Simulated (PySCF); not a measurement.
Frontier orbitals and the lowest excitations

Compound: F3H5P2Si2.
Geometry (GFN2-xTB, Å), atoms numbered from 1 in this order:
```xyz
12
F3H5P2Si2 angstrom
F      2.8345   -1.1459   -0.6841
Si     1.8541   -0.0692   -0.0558
F      2.1669   -0.1744    1.5004
F      2.5522    1.3053   -0.4457
Si    -0.3666   -0.0981   -0.6267
P     -1.5563    1.6527    0.1792
P     -1.3124   -2.0863   -0.1296
H     -0.4601    0.0196   -2.0947
H     -1.1516    1.4807    1.4988
H     -0.5651    2.5958   -0.0584
H     -1.3930   -1.8520    1.2356
H     -2.6014   -1.6288   -0.3451
```

Computed, not measured: PySCF, TDDFT wB97X-D/def2-SVPD, vertical, gas phase, core orbitals frozen in the response.

Frontier orbitals with the atoms that hold most of them (Löwdin shares over 4%, at most four atoms; ? is withheld):

```tsv
orbital	ε (eV)	atoms
LUMO+2	1.21	Si5 22%, P7 18%, P6 16%, Si2 12%
LUMO+1	0.71	Si5 30%, P7 19%, Si2 19%, H8 6%
LUMO	0.48	P6 28%, Si5 26%, Si2 19%, P7 8%
HOMO	-9.70	?
HOMO-1	-10.07	?
HOMO-2	-11.68	P7 30%, Si5 24%, P6 10%, H8 7%
HOMO-3	-11.90	Si5 32%, H8 21%, P6 10%, Si2 9%
```

Problem. Give the leading atoms of the HOMO-1.

Solution. P6 (bonded to Si and 2 H) 38%; P7 (bonded to Si and 2 H) 25%; Si5 (bonded to 2 P, Si and H) 12%; H10 (bonded to P) 7%. By element: phosphorus 63%, silicon 12% or more, hydrogen 7% or more.

Problem. Which atoms hold the HOMO, and with what shares?

Solution. P7 (bonded to Si and 2 H) 38%; P6 (bonded to Si and 2 H) 30%; Si5 (bonded to 2 P, Si and H) 15%; H12 (bonded to P) 4%. By element: phosphorus 68%, silicon 15% or more, hydrogen 4% or more.

Problem. How does S1 compare with the orbital gap of 10.19 eV?

Solution. S1 is at 6.10 eV (f = 0.028), 4.08 eV below the gap, made of HOMO→LUMO+1 (77%), HOMO→LUMO (10%). Its leading pair isn't HOMO and LUMO; the energies of that pair differ by 10.41 eV. Without the coupling terms of the response equations the lowest excitation would equal the gap.

Problem. One configuration dominates each of S1, S2 and S3. Which, and how do the shares of the two leading atoms of either orbital change from the occupied to the empty one?

Solution. 
- S1 (6.10 eV, f 0.028), HOMO→LUMO+1 (77%): P7 38% → 19%, P6 30% → at most 6%, Si5 15% → 30%
- S2 (6.25 eV, f 0.127), HOMO→LUMO (70%): P7 38% → 8%, P6 30% → 28%, Si5 15% → 26%
- S3 (6.41 eV, f 0.175), HOMO-1→LUMO (82%): P6 38% → 28%, P7 25% → 8%, Si5 12% → 26%

Löwdin shares depend on the basis, the more so with diffuse functions.

One conformer stands for the species.
